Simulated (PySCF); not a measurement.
C3H7Si, SMILES C1C[SiH]C1 (connectivity only; charge and spin as stated), charge +1, multiplicity 1.

Geometry optimised at r2SCAN-D4/def2-SVP. A frequency run showed that this geometry is not a minimum. The spin state was assumed, not searched. The isomer is the one that the SMILES or the coordinates give; other isomers of the formula were not compared.

Two levels are set side by side: TDA-PBE/def2-SVPD (PySCF) and TDA-M06-2X/def2-SVPD (PySCF). Vertical, same geometry. The lowest singlet is HOMO→LUMO 100 % with PBE and HOMO→LUMO 98 % with the other functional; states are paired by order. Differences are taken from unrounded values.

```tsv
quantity	TDA-M06-2X
lowest singlet excitation (eV)	4.21
lowest triplet excitation (TDA) (eV)	3.80
first bright state (f over 0.05) (eV)	8.11
its oscillator strength	0.07
```

Problem. What does TDA-PBE give, and how far is it from TDA-M06-2X? (The exact figures need the calculation; the answer reports its results.)

Solution. 
```
quantity                               TDA-PBE  TDA-PBE minus TDA-M06-2X
-------------------------------------  -------  ------------------------
lowest singlet excitation (eV)            3.72                     -0.48
lowest triplet excitation (TDA) (eV)      3.33                     -0.47
first bright state (f over 0.05) (eV)     6.26                     -1.85
its oscillator strength                   0.07                      0.00
```

A lower first singlet is the usual sign of a functional without exact exchange. Differences between two approximate levels are no errors against the true value.

Rough cost on one machine, each run with all the roots and properties that it gave: TDA-M06-2X against TDA-PBE about 8 times.
